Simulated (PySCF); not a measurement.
SiHBr3, SMILES Br[SiH](Br)Br. The structure is a stationary point at B3LYP-D3(BJ)/def2-SVP.

All values below come from B3LYP-D3(BJ)/def2-SVP (PySCF).

Harmonic wavenumbers (cm⁻¹): 105, 105, 164, 357, 473, 473, 774, 774, 2287. Rotational constants (GHz): 0.9242, 0.9242, 0.4776; symmetry number 3.

Question: Work out the zero-point energy and the ideal-gas rigid-rotor harmonic-oscillator thermochemistry at 298.15 K and 1 atm.

Answer: ZPE = ½ Σ hcν = ½ × 5512 cm⁻¹ = 32.97 kJ/mol. H − E(el) = 50.98 kJ/mol. Entropy in J/(mol K): translation 178.51, rotation 120.76, vibration 51.33, total 350.59. G − E(el) = -53.54 kJ/mol. Cp = 80.75 J/(mol K). Modes under 150 cm⁻¹ make the vibrational entropy uncertain.
